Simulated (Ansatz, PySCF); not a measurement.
PySCF was given this input:
```python
from pyscf import gto, scf, dft

mol = gto.M(
    atom='''
C    -1.14762513    0.02603731    0.00494983
C     0.34331707   -0.39971770    0.11496049
N     1.35031630    0.27156055   -0.09560609
H    -1.65947905   -0.62089377   -0.72103085
H    -1.64071404   -0.11653138    0.97659776
H    -1.32617261    1.07858365   -0.30578618
''',
    basis='cc-pvdz',
    charge=-1,
    spin=1,
    verbose=4,
)

mf = dft.UKS(mol)
mf.xc = 'revpbe'
mf.grids.atom_grid = (99, 590)
mf.grids.prune = None
mf.kernel()
```

**Question.** Convert this to an input for Ansatz (a quantum-chemistry and plane-wave program).

**Answer.** This is not unique; one that fits is 
Ansatz 0.2 input:
```yaml
crystal:
  periodic: [false, false, false]
  atoms:
    - {symbol: C, position_ang: [-1.14762513, 0.02603731, 0.00494983]}
    - {symbol: C, position_ang: [0.34331707, -0.39971770, 0.11496049]}
    - {symbol: N, position_ang: [1.35031630, 0.27156055, -0.09560609]}
    - {symbol: H, position_ang: [-1.65947905, -0.62089377, -0.72103085]}
    - {symbol: H, position_ang: [-1.64071404, -0.11653138, 0.97659776]}
    - {symbol: H, position_ang: [-1.32617261, 1.07858365, -0.30578618]}
basis:
  gaussian:
    orbitals: cc-pVDZ
hamiltonian:
  xc: revpbe
total_charge: -1
magnetization: {spin_polarized: true, initial_magnetization: 1}
accuracy: high
```

Both were run: PySCF gave -132.651298 Eh and Ansatz -132.651298 Eh, 0.000 mEh apart.
